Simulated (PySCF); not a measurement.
An element was calculated at PBE (PySCF 2.14, ECP, a quadruple-zeta basis, no spin-orbit coupling), in the ground configurations that NIST lists.

* electron affinity: 0.434 eV
* first ionisation energy: 5.591 eV
* second ionisation energy: 19.049 eV
* third ionisation energy: 28.671 eV
* polarisability of the atom: 79.3 bohr³

Problem. Which element is it?

Solution. Indium (In, Z = 49), in def2-QZVPPD with the def2 core potential (28 electrons). NIST lists 5.786, 18.870, 28.044 eV for these ionisation energies.
